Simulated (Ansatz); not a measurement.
Two structures of SiH$_{5}$ClOF$_{2}$, closed shell, reached by relaxing down either side of one saddle point (PBE0-D4/def2-TZVP). Energies are electronic, without zero-point energy. Ansatz 0.2.0; basis: def2-TZVPP and def2-QZVPP; cores frozen in the correlated methods. Extrapolation: Hartree–Fock as exp(−7.88 √X), correlation as X^−2.97. First:

```
atom    x (Å)    y (Å)    z (Å)
 Si1  -0.7641   0.6870   0.2009
  F2  -1.0868  -1.0039   0.2392
  H3  -1.4555   0.8607  -1.0864
  H4  -1.3388   0.9007   1.5360
 Cl5   0.1490   2.6882   0.1169
  H6   1.2009  -0.7769  -0.1953
  O7   0.9828   0.1352   0.1334
  H8  -0.0796  -2.0465  -0.2766
  F9   0.8052  -2.2949  -0.5519
 H10   1.5868   0.8504  -0.1163
```

Second:

```
10
angstrom
Si -0.5318 1.0888 0.1561
F -1.3163 -1.5770 0.0310
H -1.4066 0.9197 -1.0120
H -1.1119 0.7176 1.4539
Cl -0.0237 3.0837 0.2596
H 1.1758 -1.2165 -0.2499
O 0.9315 0.3103 -0.0840
H -0.5115 -2.0485 -0.1108
F 1.1007 -2.1723 -0.3248
H 1.6937 0.8941 -0.1190
```

**Question.** Which bonds change from the first to the second?

**Answer.** SiH₂ClF ([F][SiH2][Cl]) + H₂O + HF → SiH₃ClO ([OH][SiH2][Cl]) + HF + HF; bonds formed: F2–H8, H6–F9; dative contacts that become bonds: Si1–O7; bonds broken: Si1–F2, H6–O7, H8–F9.

**Question.** Give the saddle point's structure and its height above each. (Judge from chemistry; the value comes from the calculation.)

**Answer.** Computed: 31.7 kJ/mol above the first and 49.0 kJ/mol above the second (CCSD(T) at an estimated basis limit (MP2 extrapolated from triple and quadruple zeta, plus CCSD(T) − MP2 in triple zeta)).
```tsv
atom	x (Å)	y (Å)	z (Å)
Si1	-0.6668	0.7590	0.1612
F2	-1.0953	-1.1389	0.0990
H3	-1.4510	0.8535	-1.0754
H4	-1.2362	0.7168	1.5118
Cl5	0.0701	2.7648	0.1986
H6	1.1311	-0.9742	-0.2290
O7	0.9569	0.1387	-0.0039
H8	-0.2135	-1.8046	-0.1532
F9	0.8667	-2.1227	-0.3818
H10	1.6379	0.8077	-0.1272
```

T1 diagnostic: at most 0.011.

Labels in which every atom is bracketed show which atoms are joined, not bond orders.

For scale, one of the runs: CCSD(T)/def2-TZVPP, 247 basis functions, launched by `ansatz run in.yaml --threads 8 --pin off --events-out ev --progress --plain --max-ram 19148MiB`. Hardware: 8 CPU threads of a Oxide Virtual Turin-like, shared host. Wall time 88 s; peak host memory 5.3 GiB.
